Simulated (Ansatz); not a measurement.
`C[SiH](O)[Si](O)(F)F` + `C[O][GeH2][OH]` → `CO[Si](O)(F)F` + `C[SiH](O)[GeH2][OH]`  (redistribution)

Program: Ansatz. Geometries: PBE0-D4/def2-TZVP. ΔE: electronic, gas phase. CCSD(T)/CBS is the MP2 limit (def2-TZVPP, def2-QZVPP) plus CCSD(T) − MP2 in def2-TZVPP, frozen cores. Functionals use def2-TZVPP. B3LYP here is the variant with VWN-RPA as its local correlation; programs differ in this. For Ge outer-core shells are correlated without core-valence functions, which leaves a few kJ/mol of doubt a bond. Scalar relativity is left out up to krypton. Each species was taken in one conformer, which may not be the lowest.

`C[SiH](O)[Si](O)(F)F`:

Z-matrix (Å, degrees):
```
C
Si 1 1.856
H 1 1.093 2 110.2
H 1 1.092 2 110.9 3 120.2
H 1 1.093 2 110.5 3 -119.5
O 2 1.652 1 107.8 3 -58.5
Si 2 2.344 1 112.2 3 -177.1
H 2 1.492 1 110.6 3 63.3
H 6 0.959 2 117.1 1 -167.0
O 7 1.628 2 107.1 1 156.6
F 7 1.596 2 113.1 1 36.0
F 7 1.595 2 113.5 1 -82.0
H 10 0.960 7 120.5 2 -178.6
```

`C[O][GeH2][OH]`:

Z-matrix (Å, degrees):
```
C
O 1 1.407
H 1 1.098 2 112.0
H 1 1.092 2 108.1 3 -118.9
H 1 1.099 2 112.4 3 122.1
Ge 2 1.776 1 119.4 3 -72.7
O 6 1.764 2 105.5 1 -162.4
H 6 1.545 2 107.2 1 -42.3
H 6 1.534 2 112.1 1 83.2
H 7 0.960 6 112.2 2 49.5
```

`CO[Si](O)(F)F`:

Z-matrix (Å, degrees):
```
C
O 1 1.416
H 1 1.094 2 111.2
H 1 1.093 2 110.8 3 -121.6
H 1 1.090 2 107.9 3 119.4
Si 2 1.609 1 126.0 3 51.5
F 6 1.583 2 109.4 1 -49.7
O 6 1.610 2 110.4 1 -173.4
F 6 1.576 2 112.3 1 66.9
H 8 0.957 6 118.5 2 37.0
```

`C[SiH](O)[GeH2][OH]`:

Z-matrix (Å, degrees):
```
C
Si 1 1.865
H 1 1.092 2 111.1
H 1 1.093 2 111.5 3 121.1
H 1 1.094 2 109.6 3 -119.4
O 2 1.655 1 113.0 3 -56.0
Ge 2 2.389 1 110.6 3 62.6
H 2 1.496 1 108.2 3 -178.5
H 6 0.958 2 118.2 1 -65.8
O 7 1.799 2 107.5 1 59.3
H 7 1.546 2 113.6 1 179.7
H 7 1.538 2 113.7 1 -54.4
H 10 0.959 7 111.9 2 74.0
```

| level | ΔE (kcal/mol) | difference from CCSD(T)/CBS |
| --- | --- | --- |
| PBE0-D4 | -21.6 | 1.4 |
| B3LYP-D4 | -21.8 | 1.2 |
| ωB97M-V | -22.8 | 0.2 |
| r2SCAN | -22.5 | 0.5 |
| PBE0 | -21.7 | 1.3 |
| MP2/def2-TZVPP | -22.6 | 0.4 |
| SCS-MP2/def2-TZVPP | -22.2 | 0.8 |
| CCSD/def2-TZVPP | -23.2 | -0.2 |
| HF/def2-QZVPP | -24.7 | -1.7 |
| MP2/CBS(def2) | -23.1 | -0.1 |
| CCSD(T)/CBS | -23.0 | 0 |

Largest T1 diagnostic among the species: 0.012.

From PBE to PBE0 (25 % exact exchange), in def2-TZVPP and without D4, ΔE moves by −2.1 kcal/mol. In def2-TZVPP, CCSD(T) changes the Hartree–Fock value by +1.9 kcal/mol (the triples alone add +0.7 kcal/mol) and MP2 by +1.9 kcal/mol.
